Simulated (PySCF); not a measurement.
Isomers of C5H13ClSi2, mass 164.024 u with the commonest isotopes. Theory: PBE0/pcSseg-1 in PySCF (dipole) on a GFN2-xTB geometry, gas phase. One conformer each, none proved a minimum here; rigid rotors.

Problem. Order these by out-of-plane moment Σ m c² = (Ia + Ib − Ic)/2, smallest first.
A. `[CH2:1]=[CH:2][SiH2:3][C@@:4]([CH3:5])([Cl:6])[CH2:7][SiH3:8]` with C1–C2–Si3–C4 -114°, C2–Si3–C4–C5 179°, Si3–C4–C7–Si8 67°
B. `[SiH3:1][CH2:2][Si@@H:3]([Cl:4])[CH2:5][CH:6]1[CH2:7][CH2:8]1` with Si1–C2–Si3–Cl4 179°, C2–Si3–C5–C6 -69°, Si3–C5–C6–C7 154°
C. `[CH3:1][CH2:2][C@@H:3]1[SiH2:4][CH2:5][Si@@H:6]1[CH2:7][Cl:8]` with C1–C2–C3–Si4 -68°, C5–Si6–C7–Cl8 -171°, C2–C3–Si4–C5 -133°, C3–Si4–C5–Si6 9°, Si4–C5–Si6–C7 105°, C2–C3–Si6–C5 132°

Solution. C (41.51 u·Å²), B (65.59 u·Å²), A (103.18 u·Å²).

Problem. Order these by radius of gyration √(Σ m r²/M), smallest first.
A. `[CH3:1][CH2:2][C@@H:3]1[SiH2:4][CH2:5][Si@@H:6]1[CH2:7][Cl:8]` with C1–C2–C3–Si4 -68°, C5–Si6–C7–Cl8 -171°, C2–C3–Si4–C5 -133°, C3–Si4–C5–Si6 9°, Si4–C5–Si6–C7 105°, C2–C3–Si6–C5 132°
B. `[SiH3:1][CH2:2][Si@@H:3]([Cl:4])[CH2:5][CH:6]1[CH2:7][CH2:8]1` with Si1–C2–Si3–Cl4 179°, C2–Si3–C5–C6 -69°, Si3–C5–C6–C7 154°
C. `[CH2:1]=[CH:2][SiH2:3][C@@:4]([CH3:5])([Cl:6])[CH2:7][SiH3:8]` with C1–C2–Si3–C4 -114°, C2–Si3–C4–C5 179°, Si3–C4–C7–Si8 67°

Solution. C (2.264 Å), A (2.356 Å), B (2.408 Å).

Problem. Order these by rotational constant A, largest first.
A. `[CH3:1][CH2:2][C@@H:3]1[SiH2:4][CH2:5][Si@@H:6]1[CH2:7][Cl:8]` with C1–C2–C3–Si4 -68°, C5–Si6–C7–Cl8 -171°, C2–C3–Si4–C5 -133°, C3–Si4–C5–Si6 9°, Si4–C5–Si6–C7 105°, C2–C3–Si6–C5 132°
B. `[CH2:1]=[CH:2][SiH2:3][C@@:4]([CH3:5])([Cl:6])[CH2:7][SiH3:8]` with C1–C2–Si3–C4 -114°, C2–Si3–C4–C5 179°, Si3–C4–C7–Si8 67°
C. `[SiH3:1][CH2:2][Si@@H:3]([Cl:4])[CH2:5][CH:6]1[CH2:7][CH2:8]1` with Si1–C2–Si3–Cl4 179°, C2–Si3–C5–C6 -69°, Si3–C5–C6–C7 154°

Solution. A (1484 MHz), B (1082 MHz), C (1049 MHz).

```json
{"SMILES": "CC[C@@H]1[SiH2]C[Si@@H]1CCl", "point group": "C1", "Ia (u·Å²)": "340.47", "Ib (u·Å²)": "611.52", "Ic (u·Å²)": "868.98", "κ": "-0.46", "μa (D)": "1.25", "μb (D)": "1.07", "μc (D)": "0.37"}
{"SMILES": "[SiH3]C[Si@@H](Cl)CC1CC1", "point group": "C1", "Ia (u·Å²)": "481.95", "Ib (u·Å²)": "534.86", "Ic (u·Å²)": "885.63", "κ": "0.57", "μa (D)": "0.51", "μb (D)": "1.31", "μc (D)": "0.15"}
{"SMILES": "C=C[SiH2][C@@](C)(Cl)C[SiH3]", "point group": "C1", "Ia (u·Å²)": "466.87", "Ib (u·Å²)": "476.86", "Ic (u·Å²)": "737.37", "κ": "0.89", "μa (D)": "1.24", "μb (D)": "1.00", "μc (D)": "0.39"}
```
